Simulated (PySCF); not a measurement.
# Electron correlation in Ho (holmium, neutral)

[Xe] 4f11 5d1 6s1, one real determinant (an excited configuration). Computed with PySCF 2.14 in x2c-TZVPPall with one added diffuse shell each of s, p, d, f type (12s8p8d5f2g, 129 functions), with scalar relativity by spin-free X2C-1e. Frozen: [Kr] 4d10; 21 electrons correlated.

MP2 pair energies summed by pair of shells (mhartree):

```csv
pair,energy,share (%)
4f-4f,-427.17,46.5
4f-5p,-226.94,24.7
5p-5p,-115.32,12.5
4f-5s,-52.33,5.7
5s-5p,-31.92,3.5
5p-5d,-17.95,2.0
5p-6s,-14.67,1.6
4f-5d,-12.15,1.3
4f-6s,-8.63,0.9
5s-5s,-5.98,0.7
5d-6s,-3.57,0.4
5s-5d,-1.89,0.2
5s-6s,-0.69,0.1
```

Total MP2 correlation energy: -919.20 mhartree.

Same-spin part -362.01 and opposite-spin part -557.20 mhartree; SCS-MP2 scales them by 1/3 and 6/5 to -789.30 mhartree.

The reference is one real determinant that mixes LS terms of this configuration.
